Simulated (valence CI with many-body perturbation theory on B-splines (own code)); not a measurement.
Forbidden lines of Bi32+

Calculated by valence CI with perturbative core correlation (CI+MBPT): five valence electrons over a frozen Dirac-Fock core [Kr] 4d10, a basis of 7 s, 7 p, 7 d, 7 f, 4 g, 2 h functions for each j, with the one-electron correlation potential Σ1, the two-electron term Σ2, the three-electron term Σ3, Breit, model QED; selected CI, second order for the rest, scaled by the run's own slope (own B-spline code, finite nucleus).

The last digits are not significant, and no measured levels were compared; by estimate large intervals hold to a few tenths of a per cent, small ones and those within an open d or f shell to about a per cent. Among the levels kept, up to 960 cm⁻¹ of a level comes from second order outside the variational space, and about a tenth of that is noise between levels of different J, which matters for small intervals. Only levels of the ground parity were solved; by the run's estimate the other parity begins above the list, which can be wrong where configurations are misplaced.

Lines 1 to 50 of 120 in falling wavelength, among levels below 441460 cm⁻¹, chosen from the decays that carry over 1 % of a level's rate. Wavelengths and rates use the calculated energies. Electric multipoles are in the length gauge, E1 and E2 with the static RPA response of the core. Weak lines are less certain than strong ones. Lines between different terms over intervals too small for the method are left out, as are lines whose strength nearly cancels. Where a level lies close to another of its J and parity, the split of strength between their lines is uncertain. Branching is blank where the lifetime is uncertain.

Levels are named by their leading jj configuration (3d3/2^4 stands for four electrons in 3d with j = 3/2), which in mixed levels can hold well under half, so a name can repeat and another be missing. Letters in brackets count levels of one name in rising energy.

| λ vac (nm) | Upper | Lower | Type | A (s⁻¹) | Branch % |
| --- | --- | --- | --- | --- | --- |
| 4610 | (4f5/2^4 4f7/2) J=15/2 | (4f5/2^4 4f7/2) J=11/2 [a] | E2 | 5.15e-10 |  |
| 1955 | (4f5/2^3 4f7/2^2) J=21/2 | (4f5/2^3 4f7/2^2) J=19/2 | M1 | 1.83e+00 | 100.0 |
| 1904 | (4f5/2^4 4f7/2) J=13/2 | (4f5/2^4 4f7/2) J=15/2 | M1 | 2.47e+00 | 12.9 |
| 1886 | (4f5/2^4 4f7/2) J=1/2 | (4f5/2^4 4f7/2) J=3/2 [a] | M1 | 1.38e+01 | 99.2 |
| 1348 | (4f5/2^4 4f7/2) J=13/2 | (4f5/2^4 4f7/2) J=11/2 [a] | M1 | 1.66e+01 | 87.1 |
| 1232 | (4f5/2^3 4f7/2^2) J=17/2 [b] | (4f5/2^3 4f7/2^2) J=19/2 | M1 | 9.34e-01 | 2.8 |
| 979.7 | (4f5/2^3 4f7/2^2) J=17/2 [b] | (4f5/2^3 4f7/2^2) J=15/2 [b] | M1 | 1.46e+01 | 43.5 |
| 746.7 | (4f5/2^4 4f7/2) J=11/2 [a] | (4f5/2^3 4f7/2^2) J=9/2 [a] | M1 | 1.48e+02 | 100.0 |
| 718.8 | (4f5/2^4 4f7/2) J=11/2 [b] | (4f5/2^4 4f7/2) J=9/2 | M1 | 5.36e+01 | 6.3 |
| 702.9 | (4f5/2^3 4f7/2^2) J=9/2 [c] | (4f5/2^3 4f7/2^2) J=7/2 [b] | M1 | 7.01e+01 | 4.3 |
| 656.8 | (4f5/2^3 4f7/2^2) J=3/2 [b] | (4f5/2^3 4f7/2^2) J=5/2 [b] | M1 | 6.35e+01 | 5.8 |
| 650.5 | (4f5/2^3 4f7/2^2) J=7/2 [a] | (4f5/2^3 4f7/2^2) J=9/2 [a] | M1 | 1.91e+01 | 1.6 |
| 610.1 | (4f5/2^3 4f7/2^2) J=19/2 | (4f5/2^3 4f7/2^2) J=17/2 [a] | M1 | 1.04e+02 | 100.0 |
| 598.3 | (4f5/2^4 4f7/2) J=9/2 | (4f5/2^3 4f7/2^2) J=7/2 [a] | M1 | 1.72e+02 | 49.0 |
| 595.7 | (4f5/2^3 4f7/2^2) J=3/2 [b] | (4f5/2^3 4f7/2^2) J=3/2 [a] | M1 | 1.10e+01 | 1.0 |
| 594.9 | (4f5/2^3 4f7/2^2) J=17/2 [a] | (4f5/2^3 4f7/2^2) J=15/2 [a] | M1 | 6.15e+01 | 3.1 |
| 534.9 | (4f5/2^4 4f7/2) J=9/2 | (4f5/2^4 4f7/2) J=11/2 [a] | M1 | 1.45e+01 | 4.1 |
| 452.5 | (4f5/2^3 4f7/2^2) J=9/2 [a] | (4f5/2^4 4f7/2) J=7/2 | M1 | 7.72e+02 | 100.0 |
| 416.2 | (4f5/2^3 4f7/2^2) J=5/2 [a] | (4f5/2^3 4f7/2^2) J=7/2 [a] | M1 | 2.06e+02 | 3.2 |
| 408.0 | (4f5/2^3 4f7/2^2) J=17/2 [b] | (4f5/2^3 4f7/2^2) J=17/2 [a] | M1 | 8.50e+00 | 25.3 |
| 398.2 | (4f5/2^3 4f7/2^2) J=9/2 [c] | (4f5/2^3 4f7/2^2) J=11/2 [a] | M1 | 2.06e+01 | 1.3 |
| 397.0 | (4f5/2^4 4f7/2) J=11/2 [b] | (4f5/2^4 4f7/2) J=13/2 | M1 | 2.11e+01 | 2.5 |
| 396.6 | (4f5/2^3 4f7/2^2) J=7/2 [b] | (4f5/2^3 4f7/2^2) J=5/2 [a] | M1 | 4.23e+02 | 10.3 |
| 396.5 | (4f5/2^3 4f7/2^2) J=7/2 [a] | (4f5/2^4 4f7/2) J=5/2 | M1 | 6.99e+02 | 60.1 |
| 385.4 | (4f5/2^3 4f7/2^2) J=15/2 [b] | (4f5/2^3 4f7/2^2) J=13/2 [a] | M1 | 3.79e+02 | 26.7 |
| 368.7 | (4f5/2^3 4f7/2^2) J=15/2 [a] | (4f5/2^4 4f7/2) J=13/2 | M1 | 2.42e+02 | 14.5 |
| 358.3 | (4f5/2^3 4f7/2^2) J=3/2 [b] | (4f5/2^3 4f7/2^2) J=5/2 [a] | M1 | 1.02e+02 | 9.3 |
| 338.8 | (4f5/2^3 4f7/2^2) J=9/2 [c] | (4f5/2^3 4f7/2^2) J=9/2 [b] | M1 | 1.41e+02 | 8.7 |
| 327.2 | (4f5/2^3 4f7/2^2) J=11/2 [b] | (4f5/2^3 4f7/2^2) J=11/2 [a] | M1 | 3.23e+02 | 21.5 |
| 321.4 | (4f5/2^3 4f7/2^2) J=15/2 [b] | (4f5/2^3 4f7/2^2) J=15/2 [a] | M1 | 9.15e+01 | 6.4 |
| 318.2 | (4f5/2^3 4f7/2^2) J=9/2 [d] | (4f5/2^3 4f7/2^2) J=9/2 [b] | M1 | 3.05e+02 | 7.9 |
| 311.6 | (4f5/2^4 4f7/2) J=9/2 | (4f5/2^3 4f7/2^2) J=9/2 [a] | M1 | 2.17e+01 | 6.2 |
| 309.7 | (4f5/2^3 4f7/2^2) J=13/2 [a] | (4f5/2^4 4f7/2) J=13/2 | M1 | 1.08e+03 | 54.1 |
| 308.9 | (4f5/2^3 4f7/2^2) J=15/2 [a] | (4f5/2^4 4f7/2) J=15/2 | M1 | 1.43e+03 | 85.5 |
| 307.4 | (4f5/2^3 4f7/2^2) J=7/2 [b] | (4f5/2^4 4f7/2) J=9/2 | M1 | 1.76e+02 | 4.3 |
| 306.8 | (4f5/2^4 4f7/2) J=7/2 | (4f5/2^5) J=5/2 | M1 | 1.94e+03 | 100.0 |
| 306.7 | (4f5/2^4 4f7/2) J=11/2 [b] | (4f5/2^4 4f7/2) J=11/2 [a] | M1 | 7.80e+01 | 9.2 |
| 304.5 | (4f5/2^3 4f7/2^2) J=9/2 [c] | (4f5/2^4 4f7/2) J=11/2 [b] | M1 | 5.14e+01 | 3.2 |
| 295.7 | (4f5/2^3 4f7/2^2) J=13/2 [b] | (4f5/2^3 4f7/2^2) J=11/2 [a] | M1 | 5.20e+02 | 36.2 |
| 294.5 | (4f5/2^3 4f7/2^2) J=9/2 [b] | (4f5/2^3 4f7/2^2) J=7/2 [a] | M1 | 1.03e+02 | 1.9 |
| 290.3 | (4f5/2^3 4f7/2^2) J=13/2 [b] | (4f5/2^3 4f7/2^2) J=13/2 [a] | M1 | 1.38e+02 | 9.6 |
| 287.8 | (4f5/2^3 4f7/2^2) J=9/2 [d] | (4f5/2^4 4f7/2) J=11/2 [b] | M1 | 1.82e+02 | 4.7 |
| 281.7 | (4f5/2^3 4f7/2^2) J=5/2 [c] | (4f5/2^3 4f7/2^2) J=5/2 [b] | M1 | 1.76e+02 | 3.3 |
| 272.4 | (4f5/2^3 4f7/2^2) J=5/2 [b] | (4f5/2^3 4f7/2^2) J=7/2 [a] | M1 | 2.58e+02 | 5.3 |
| 269.8 | (4f5/2^3 4f7/2^2) J=5/2 [c] | (4f5/2^3 4f7/2^2) J=3/2 [a] | M1 | 9.24e+02 | 17.3 |
| 266.9 | (4f5/2^3 4f7/2^2) J=7/2 [a] | (4f5/2^4 4f7/2) J=7/2 | M1 | 3.62e+02 | 31.1 |
| 261.2 | (4f5/2^3 4f7/2^2) J=11/2 [b] | (4f5/2^4 4f7/2) J=11/2 [b] | M1 | 6.25e+01 | 4.2 |
| 251.8 | (4f5/2^3 4f7/2^2) J=13/2 [a] | (4f5/2^4 4f7/2) J=11/2 [a] | M1 | 9.04e+02 | 45.2 |
| 247.9 | (4f5/2^3 4f7/2^2) J=11/2 [a] | (4f5/2^4 4f7/2) J=11/2 [a] | M1 | 9.84e+02 | 37.2 |
| 244.2 | (4f5/2^3 4f7/2^2) J=5/2 [d] | (4f5/2^3 4f7/2^2) J=5/2 [b] | M1 | 2.48e+02 | 8.1 |
